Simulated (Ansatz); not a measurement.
Li14, relaxed as a singlet with RKS B3LYP/def2-SVP in Ansatz, starting from packed atoms. Force threshold 0.02 eV/Å.

The restricted singlet is unstable towards broken spin symmetry in Hartree–Fock (as tested in another run); at B3LYP/def2-SVP this wasn't settled. Another isomer (singlet) lies 0.04 eV lower at PBE0/def2-TZVP; other spin states weren't run for this one.

Start:

| atom | x (Å) | y (Å) | z (Å) |
| --- | --- | --- | --- |
| Li1 | -0.4438 | -0.2208 | -1.0342 |
| Li2 | -1.8988 | -1.8515 | 0.2167 |
| Li3 | 0.5519 | 1.7084 | -0.0040 |
| Li4 | 2.9609 | 0.7671 | 1.6680 |
| Li5 | 0.6377 | -0.5821 | 1.3923 |
| Li6 | -1.6541 | 0.7231 | 0.9364 |
| Li7 | 1.2329 | 1.4291 | -2.6274 |
| Li8 | 1.8227 | -1.0607 | -3.0864 |
| Li9 | -0.1258 | 1.7720 | 2.7234 |
| Li10 | -3.3472 | 0.2803 | -1.0598 |
| Li11 | -0.9131 | -2.2905 | 2.6650 |
| Li12 | -1.4854 | 2.2446 | -1.1511 |
| Li13 | 2.1510 | -0.4232 | -0.5163 |
| Li14 | 0.5110 | -2.4958 | -0.1226 |

```json
{"step": "1", "energy (eV)": "-2862.2451", "largest force component (eV/Å)": "1.334", "SCF passes": "28"}
{"step": "2", "energy (eV)": "-2863.3568", "largest force component (eV/Å)": "0.610", "SCF passes": "31"}
{"step": "3", "energy (eV)": "-2863.9758", "largest force component (eV/Å)": "0.267", "SCF passes": "31"}
{"step": "4", "energy (eV)": "-2864.1936", "largest force component (eV/Å)": "0.130", "SCF passes": "30"}
{"step": "5", "energy (eV)": "-2864.2784", "largest force component (eV/Å)": "0.109", "SCF passes": "30"}
{"step": "6", "energy (eV)": "-2864.3271", "largest force component (eV/Å)": "0.104", "SCF passes": "25"}
{"step": "7", "energy (eV)": "-2864.3657", "largest force component (eV/Å)": "0.083", "SCF passes": "26"}
{"step": "8", "energy (eV)": "-2864.3938", "largest force component (eV/Å)": "0.053", "SCF passes": "26"}
{"step": "9", "energy (eV)": "-2864.4136", "largest force component (eV/Å)": "0.053", "SCF passes": "26"}
{"step": "10", "energy (eV)": "-2864.4300", "largest force component (eV/Å)": "0.041", "SCF passes": "29"}
{"step": "11", "energy (eV)": "-2864.4457", "largest force component (eV/Å)": "0.029", "SCF passes": "30"}
{"step": "13", "energy (eV)": "-2864.4668", "largest force component (eV/Å)": "0.020", "SCF passes": "29"}
{"step": "15", "energy (eV)": "-2864.4905", "largest force component (eV/Å)": "0.049", "SCF passes": "30"}
{"step": "17", "energy (eV)": "-2864.5736", "largest force component (eV/Å)": "0.085", "SCF passes": "30"}
{"step": "19", "energy (eV)": "-2864.6734", "largest force component (eV/Å)": "0.188", "SCF passes": "26"}
{"step": "21", "energy (eV)": "-2864.7467", "largest force component (eV/Å)": "0.058", "SCF passes": "26"}
{"step": "23", "energy (eV)": "-2864.8064", "largest force component (eV/Å)": "0.032", "SCF passes": "24"}
{"step": "25", "energy (eV)": "-2864.8329", "largest force component (eV/Å)": "0.029", "SCF passes": "24"}
{"step": "27", "energy (eV)": "-2864.8515", "largest force component (eV/Å)": "0.118", "SCF passes": "24"}
{"step": "29 (rejected)", "energy (eV)": "-2864.8587", "largest force component (eV/Å)": "0.072", "SCF passes": "24"}
{"step": "31", "energy (eV)": "-2864.8687", "largest force component (eV/Å)": "0.010", "SCF passes": "19"}
```

Force components are those of the run's own axes.

End:

```xyz
14

Li   -0.781   -0.312   -0.773
Li   -2.714   -2.020    0.631
Li    0.570    2.125    0.292
Li    3.407    2.359    1.016
Li   -0.011   -1.568    1.653
Li   -1.639    0.633    1.690
Li    2.332    2.086   -1.996
Li    0.762   -0.532   -3.042
Li    1.077    0.804    2.965
Li   -2.296   -1.274   -2.863
Li   -1.565   -1.135    4.066
Li   -0.987    1.748   -2.381
Li    1.978   -0.125   -0.094
Li   -0.133   -2.788   -1.164
```

Bonds lost: Li1–Li7, Li2–Li10, Li2–Li11, Li2–Li14, Li3–Li5, Li4–Li5, Li6–Li10, Li6–Li12 (atoms count from 1). Bonds formed: Li6–Li11, Li8–Li12, Li8–Li14 (atoms count from 1). Metal–metal contacts that move far: Li3–Li12 2.40 to 3.12 Å, Li5–Li14 2.44 to 3.07 Å, Li1–Li3 2.40 to 2.98 Å, Li5–Li13 2.44 to 3.01 Å, Li8–Li13 2.67 to 3.22 Å.

The force fell under the threshold at step 13, but the optimiser went on and released 0.402 eV more. No frequencies were taken in this run, so the end may be a saddle point.

It took 1.8 min on 4 threads of Arm Neoverse V1 on a shared host.
